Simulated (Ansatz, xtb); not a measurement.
# Isomers of CH4BrClSi in order of energy

3 gas-phase structures of CH4BrClSi, found in a search over its isomers (lower ones may exist). Each was relaxed with GFN2-xTB; where two conformers were screened, the lower at r2SCAN-D4/def2-SVP is listed:

A. `Cl[SiH2]CBr`, a singlet
B. `ClC[SiH2]Br`, a singlet
C. `C[Si@H](Cl)Br`, a singlet

Question: Which do you expect lowest at r2SCAN-D4/def2-SVP, and how would the others follow?

Answer: Calculated order at r2SCAN-D4/def2-SVP: C (0.0), A (166.0), B (185.6) kJ/mol.

Energies above the lowest of each column, in kJ/mol; the last columns are at B3LYP-D3(BJ)/def2-SVP geometries and were run for some of them only (a dash: not run or not comparable):

```csv
structure,GFN2-xTB,HF/STO-3G,r2SCAN-D4/def2-SVP,B3LYP-D3(BJ)/def2-SVP,CCSD(T)/def2-SVP + ΔMP2/def2-TZVPP
C,0.0,0.0,0.0,0.0,0.0
A,128.4,145.9,166.0,157.0,157.7
B,127.8,168.1,185.6,–,–
```

Every level run on C puts it lowest or level with the lowest. Flexible structures stand in one conformer each, not always the lowest. Frequencies (B3LYP-D3(BJ)/def2-SVP) were run for A, C alone. ΔMP2 is the change of the MP2 energy from the smaller to the larger basis.

Programs: Ansatz 0.2.0, xtb 6.7.1.
